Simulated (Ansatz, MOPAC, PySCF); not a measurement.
Complex: NH3 (SMILES N) (first 4 atoms) with CH3Cl (SMILES CCl); geometry from B3LYP-D3(BJ)/def2-TZVP, rigid monomers moved along the line of their centres of mass till N1···H7 is 2.26 Å.
(charge 0, multiplicity 1):
```xyz
9

N      0.279     0.083     0.008
H      0.439     0.865    -0.617
H      0.139    -0.740    -0.567
H     -0.589     0.260     0.503
C      0.674     0.097     3.132
Cl    -1.094     0.422     2.996
H      1.063    -0.002     2.122
H      1.127     0.935     3.653
H      0.801    -0.820     3.699
```

Monomers are frozen at their geometry in the pair; levels with a basis set take the counterpoise correction. Rows marked so take none.

Rows in 3-21G, 6-31G* carry no dispersion term and start afresh at each structure (6-31G* with six Cartesian d functions). The state that AM1 reach isn't checked.

Programs: Ansatz (Gaussian orbitals); MOPAC for AM1 (differences of heats of formation); PySCF for 3-21G rows, 6-31G* rows, the dispersion terms. Values without a source in brackets are computed.

Q: One of these levels gives 3.3 meV for the interaction energy. Which one is it?
(A) B3LYP/3-21G (no counterpoise)
(B) B3LYP/6-31G* (no counterpoise)
(C) AM1
(D) B3LYP-D4/def2-TZVPPD

A: C, AM1. The others give -341.0 (B3LYP/3-21G (no counterpoise)), -134.6 (B3LYP/6-31G* (no counterpoise)), -106.5 (B3LYP-D4/def2-TZVPPD)

Ansatz is a quantum-chemistry and plane-wave program.
